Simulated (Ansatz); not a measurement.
Li6Te2 (the lowest singlet isomer of a short search) was relaxed with PBE0-D4 (def2-SVP, def2-SVPD) in Ansatz in these states: charge -1 doublet, neutral singlet. The geometries follow in no particular order.

In the def2 sets Te takes a core potential; there is no spin–orbit coupling.

A:

```tsv
atom	x (Å)	y (Å)	z (Å)
Li1	-1.4514	1.4101	1.3184
Li2	-1.1193	-1.5466	-0.1454
Li3	0.5929	0.8076	-0.5132
Li4	1.7710	-0.9129	1.3631
Li5	1.3414	1.9038	2.6893
Li6	-0.4149	-0.6277	-2.6125
Te7	-2.0880	0.7375	-1.0768
Te8	1.3683	-1.7717	-1.0229
```

B:

```csv
atom,x (Å),y (Å),z (Å)
Li1,-0.1468,-1.5783,2.2834
Li2,0.8952,0.8098,0.5251
Li3,-0.6522,-0.8731,-0.7338
Li4,-1.7328,2.0775,-0.6467
Li5,-2.2799,0.6070,1.9943
Li6,1.9889,-0.5316,-1.7399
Te7,1.6592,-1.8550,0.4427
Te8,0.2684,1.3436,-2.1251
```

**Question.** Judge from the bond lengths which geometry belongs to which state (an estimate).

**Answer.** A is the neutral singlet (Li3–Li4 2.805 Å, Li1–Li3 2.810 Å, Li2–Li3 2.934 Å); B is the charge -1 doublet (Li3–Li4 3.143 Å, Li1–Li3 3.139 Å, Li2–Li3 2.610 Å).

The restricted singlet is unstable towards broken spin symmetry in Hartree–Fock (as tested in another run); at PBE0-D4/def2-SVP this wasn't settled. At PBE0-D4/def2-SVPD the relaxed charge -1 doublet is spin-contaminated (final ⟨S²⟩ up to 0.83, 0.75 for a pure state). These are the stationary points nearest to one start from a short search; other shapes may lie lower in each state.
